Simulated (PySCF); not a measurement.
Two species compared at the same levels of theory.

First species: C4H12OP2S.
SMILES: `CC[P@@](=O)(P)CSC`

Second species: CH₆B₃F₂N₃O.
InChI=1S/CH6B3F2N3O/c5-1(6)10-4-8-2-7-3-9-4/h1-3,7-9H

Levels: B3LYP/def2-SVPD for HOMO energy, LUMO energy, HOMO–LUMO gap and static isotropic polarisability; TDDFT B3LYP/def2-SVPD for lowest singlet excitation; TDA B3LYP/def2-SVPD for lowest triplet excitation (Tamm–Dancoff); ΔSCF B3LYP/def2-SVPD for vertical ionisation energy. Geometries: PBE0-D3(BJ)/def2-SVP. All species are isolated and taken at one optimised geometry, non-relativistic unless stated. Electronic properties by PySCF.

The conformers computed, where there is a choice (atom-mapped SMILES and torsion angles):
- `[CH3:1][CH2:2][P@@:3](=[O:4])([PH2:5])[CH2:6][S:7][CH3:8]`: C1–C2–P3–O4 174°, C2–P3–C6–S7 58°, P3–C6–S7–C8 71°, H–P5–P3–C2 -67°, H–P5–P3–C2 28°

The conformers of `FC(F)OB1NBNBN1` aren't listed.

Task: Which of the two has the higher HOMO energy, and by how much?

Result: The first: -6.30 eV against -7.95 eV, a difference of 1.65 eV.

Task: Which of the two has the higher vertical ionisation energy, and by how much?

Result: The second: 10.03 eV against 8.28 eV, a difference of 1.75 eV.

Task: Which has the higher HOMO–LUMO gap?

Result: The second: 7.77 eV against 5.97 eV, a difference of 1.80 eV.

Task: Which of the two has the higher LUMO energy, and by how much?

Result: The second: -0.18 eV against -0.33 eV, a difference of 0.15 eV.

Task: Which of the two has the higher T1 energy, and by how much?

Result: The second: 6.22 eV against 4.72 eV, a difference of 1.50 eV.

Task: Which of the two has the higher static isotropic polarisability, and by how much?

Result: The first: 127.0 au against 78.9 au, a difference of 48.1 au.

Task: Which has the higher S1 energy?

Result: The second: 6.75 eV against 5.11 eV, a difference of 1.64 eV.

On the first: S1 lies 0.86 eV below the HOMO–LUMO gap; its leading configuration is HOMO→LUMO+1, weight 0.75. No computed singlet falls in the visible range (750 to 380 nm, 1.65 to 3.26 eV); S1 lies 1.85 eV above its blue end.

On the second: The vertical singlet–triplet gap S1 − T1 is 0.53 eV (TDDFT singlet less Tamm–Dancoff triplet; S1: HOMO→LUMO, weight 0.80; T1: HOMO→LUMO, weight 0.94). No computed singlet falls in the visible range (750 to 380 nm, 1.65 to 3.26 eV); S1 lies 3.49 eV above its blue end.
